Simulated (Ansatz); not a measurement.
Basis sets compared for Be₃Br₄⁺. Total charge 1; doublet. Geometry PBE0-D4/def2-SVP. Ansatz on 4 threads of Intel Xeon on a shared host; times are rough, and most runs start from earlier orbitals.

```xyz
7

Be    2.5950    0.5700    0.6477
Be   -2.2781   -0.5599   -0.7243
Be   -0.0971   -0.2506   -0.7230
Br   -4.0139   -1.0687   -1.4201
Br    1.9933   -0.1410   -1.1965
Br   -1.1573    0.2335    1.0091
Br    2.9581    1.2166    2.4070
```

Another isomer (doublet) lies 0.94 eV lower at PBE0-D4/def2-TZVP; other spin states weren't run for this one.

```csv
level,functions,energy (Eh),HOMO (eV),LUMO (eV),wall time
HF/STO-3G,87,-10222.1849,-11.82,-2.16,7 s
PBE-D4/def2-SVP,155,-10337.8965,-9.95,-8.46,6 s
PBE0-D4/def2-SVP,155,-10338.2690,-11.10,-7.76,14 s
```

(1) Estimate the rows for HF/def2-TZVP, PBE-D4/def2-TZVP (with forces), PBE0-D4/def2-TZVP.

Results:

(1) 
| level | functions | energy (Eh) | HOMO (eV) | LUMO (eV) | wall time |
| --- | --- | --- | --- | --- | --- |
| HF/def2-TZVP | 249 | -10333.5926 | -13.74 | -4.14 | 23 s |
| PBE-D4/def2-TZVP (with forces) | 249 | -10339.1980 | -9.89 | -8.34 | 12 s |
| PBE0-D4/def2-TZVP | 249 | -10339.5734 | -11.01 | -7.59 | 27 s |
